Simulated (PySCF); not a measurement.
Input and output of a TDDFT job on `P([SiH3])[Si@@H](C)O[SiH3]`.

The calculation used TDDFT PBE0/def2-SVPD, vertical, gas phase, core orbitals frozen in the response (PySCF 2.14.0, density-fitted response routines).

Input of the driver that calls PySCF (job settings, then Cartesian coordinates in Å):

```
{"job": {"kind": "uv", "xc": "PBE0", "basis": "def2-SVPD", "nstates": 6, "ntriplets": 2}, "charge": 0, "multiplicity": 1}
C     -0.1175     1.7379    -0.9180
Si    -0.2248     0.4200     0.4420
O     -1.7580    -0.0679     0.6364
Si    -3.0669    -0.9369     0.2237
P      1.0113    -1.3363    -0.1935
Si     3.0512    -0.4787     0.0311
H     -0.8649     2.5113    -0.7718
H     -0.2791     1.2990    -1.8995
H      0.8596     2.2111    -0.9236
H      0.0931     0.9598     1.7683
H     -4.0280    -0.5778     1.2621
H     -3.4862    -0.5096    -1.1105
H     -2.7104    -2.3538     0.2425
H      0.9831    -1.9570     1.0405
H      3.2131     0.4098     1.1869
H      3.9824    -1.5994     0.1600
H      3.3350     0.2805    -1.1864
```

The self-consistent field part of the output:

```
coarse grid: 15488 points
cycle   1  E = -1328.5021286794  dE =  2.550e-01  |g| = 7.517e-01  |ddm| = 5.543e+00
cycle   2  E = -1328.2931597338  dE =  2.090e-01  |g| = 1.263e+00  |ddm| = 2.329e+00
cycle   3  E = -1328.6113424087  dE = -3.182e-01  |g| = 1.168e-01  |ddm| = 1.552e+00
cycle   4  E = -1328.6141729240  dE = -2.831e-03  |g| = 4.685e-02  |ddm| = 2.553e-01
cycle   5  E = -1328.6147652707  dE = -5.923e-04  |g| = 6.301e-03  |ddm| = 8.001e-02
cycle   6  E = -1328.6147776480  dE = -1.238e-05  |g| = 1.324e-03  |ddm| = 1.693e-02
cycle   7  E = -1328.6147782289  dE = -5.809e-07  |g| = 4.126e-04  |ddm| = 4.343e-03
final grid: 129216 points
cycle   8  E = -1328.7792573088  dE = -1.599e-05  |g| = 7.441e-03  |ddm| = 8.888e-02
cycle   9  E = -1328.7792430650  dE =  1.424e-05  |g| = 1.123e-02  |ddm| = 2.101e-02
cycle  10  E = -1328.7792691809  dE = -2.612e-05  |g| = 9.802e-04  |ddm| = 1.279e-02
cycle  11  E = -1328.7792694092  dE = -2.283e-07  |g| = 1.074e-04  |ddm| = 1.499e-03
cycle  12  E = -1328.7792694124  dE = -3.206e-09  |g| = 3.641e-05  |ddm| = 3.251e-04
cycle  13  E = -1328.7792694129  dE = -4.588e-10  |g| = 1.026e-05  |ddm| = 1.066e-04
converged SCF energy = -1328.7792694129
```

Question: What follows in the output?

Answer: 
```
Static polarisability (au): isotropic 122.641, principal 103.662 116.883 147.378

Singlet excitations
state   eV       nm        f      main configurations
  1   5.8708    211.2   0.01499   H->L 0.73, H->L+1 0.21
  2   6.1874    200.4   0.03663   H->L+1 0.73, H->L 0.20
  3   6.5541    189.2   0.01513   H->L+2 0.76, H->L+4 0.09, H-1->L 0.09
  4   6.6427    186.6   0.10224   H->L+3 0.84
  5   6.8540    180.9   0.03953   H-1->L 0.64, H->L+5 0.15
  6   6.9524    178.3   0.02118   H->L+5 0.43, H->L+6 0.16, H-1->L 0.08

Triplet excitations (Tamm-Dancoff, eV): 5.4038 5.5124
```

The SCF starts on a coarse grid; the energy jumps when the final grid takes over, and dE counts afresh there. The run used 227 basis functions and 13 SCF iterations for the ground state.

Question: What frontier levels and dipole did the ground state of this run have?

Answer: HOMO -7.25 eV, LUMO -0.21 eV, dipole 0.48 D.

One conformer (not necessarily the lowest) at the GFN2-xTB geometry, without solvent, vibrations or thermal averaging.
